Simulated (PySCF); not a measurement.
C7H11 (doublet state).
Cartesian coordinates in Å at the GFN2-xTB level; atoms count from 1:
```xyz
18
C7H11 angstrom
C     -0.2822   -1.6129   -1.6061
C     -0.0419   -0.5595   -0.8430
C      1.1096    0.3779   -1.0825
C      2.1084    0.3569    0.0744
C     -0.8973   -0.2424    0.3444
C     -2.3509   -0.1486    0.2333
C     -1.6178    1.0943    0.4791
H      0.3354   -1.8584   -2.4537
H     -1.1089   -2.2738   -1.4082
H      0.7296    1.3961   -1.2032
H      1.6173    0.0954   -2.0069
H      2.4747   -0.6544    0.2379
H      1.6438    0.7097    0.9918
H      2.9570    0.9998   -0.1490
H     -0.4871   -0.6365    1.2709
H     -3.0046   -0.4102   -0.5713
H     -1.5492    1.8325   -0.3137
H     -1.6446    1.5405    1.4646
```

The hyperfine couplings belong to this conformer and change with its torsions.

As a line formula: `C(C)C([C@@H]1[CH]C1)=C` [radical].

Computed, not measured: PySCF 2.14.0, UKS B3LYP, pcH-1 on C H, non-relativistic, mean-field spin-orbit, GIAO. One conformer (not necessarily the lowest) at the GFN2-xTB geometry, without solvent, vibrations or thermal averaging. A GFN2-xTB geometry isn't a minimum of the functional, and hyperfine couplings can be far from their values at a DFT geometry. Stability of the SCF solution: not tested.

Principal values of hyperfine tensors in MHz (contact and dipolar terms together), for some of the nuclei:

| atom | isotope | A1 | A2 | A3 |
| --- | --- | --- | --- | --- |
| C6 | 13C | 211.16 | 215.27 | 435.01 |
| H18 | 1H | 79.42 | 81.80 | 96.40 |
| H15 | 1H | 70.43 | 73.09 | 87.54 |
| H17 | 1H | 46.52 | 50.04 | 59.67 |
| C7 | 13C | -25.66 | -20.82 | -14.70 |
| C2 | 13C | 15.82 | 16.37 | 24.99 |
| C5 | 13C | -23.69 | -19.27 | -12.55 |
| H16 | 1H | -42.09 | -12.51 | 29.58 |

Q: Split each tensor into its isotropic and traceless parts, and turn a_iso into mT with g = 2.0026.

A: a_iso = (A1 + A2 + A3)/3, Ti = Ai − a_iso; 1 mT corresponds to 28.030 MHz.

```json
{"atom": "C6", "a_iso (MHz)": "287.15", "a_iso (mT)": "10.245", "T1": "-75.99", "T2": "-71.88", "T3": "147.86"}
{"atom": "H18", "a_iso (MHz)": "85.87", "a_iso (mT)": "3.064", "T1": "-6.46", "T2": "-4.07", "T3": "10.53"}
{"atom": "H15", "a_iso (MHz)": "77.02", "a_iso (mT)": "2.748", "T1": "-6.59", "T2": "-3.93", "T3": "10.52"}
{"atom": "H17", "a_iso (MHz)": "52.07", "a_iso (mT)": "1.858", "T1": "-5.56", "T2": "-2.04", "T3": "7.59"}
{"atom": "C7", "a_iso (MHz)": "-20.40", "a_iso (mT)": "-0.728", "T1": "-5.26", "T2": "-0.43", "T3": "5.69"}
{"atom": "C2", "a_iso (MHz)": "19.06", "a_iso (mT)": "0.680", "T1": "-3.24", "T2": "-2.69", "T3": "5.93"}
{"atom": "C5", "a_iso (MHz)": "-18.51", "a_iso (mT)": "-0.660", "T1": "-5.19", "T2": "-0.77", "T3": "5.95"}
{"atom": "H16", "a_iso (MHz)": "-8.34", "a_iso (mT)": "-0.298", "T1": "-33.75", "T2": "-4.17", "T3": "37.92"}
```

Q: What spin density at the nucleus of H15 lies behind its contact coupling (g_N = 5.58569)?

A: a_FC = (2μ0/3) gₑ μB g_N μN ρ(0)/(2S·h) = 800.24 MHz × g_N × ρ(0)/(2S), with ρ in bohr⁻³. With a_FC = 77.02 MHz and 2S = 1, ρ(0) = 0.01723 bohr⁻³. In magnitude that is 5.4 % of the 1/π = 0.318 of a free hydrogen atom.

Q: C3 (13C, g_N = 1.40482) isn't in the table. Its spin density at the nucleus is 0.007747 bohr⁻³. What is its contact coupling?

A: By the same relation, a_FC = 8.71 MHz. Its full tensor has the principal values 7.71, 7.85, 10.57 MHz.

Q: Name the largest traceless tensor T of the table and describe it.

A: C6: -76.0, -71.9, 147.9 MHz, nearly axial, close to the ratio −1:−1:+2, the form that spin in one p orbital centred on that nucleus gives.

Q: In a single crystal, with the field along each principal axis of the tensor of C6 in turn, what first-order splitting does this nucleus give (isotropic g, quadrupole terms neglected)?

A: 2 lines (I = 1/2), spaced by |A_i|/(g × 13.996): 7.53, 7.68, 15.52 mT along the axes of A1, A2 and A3.
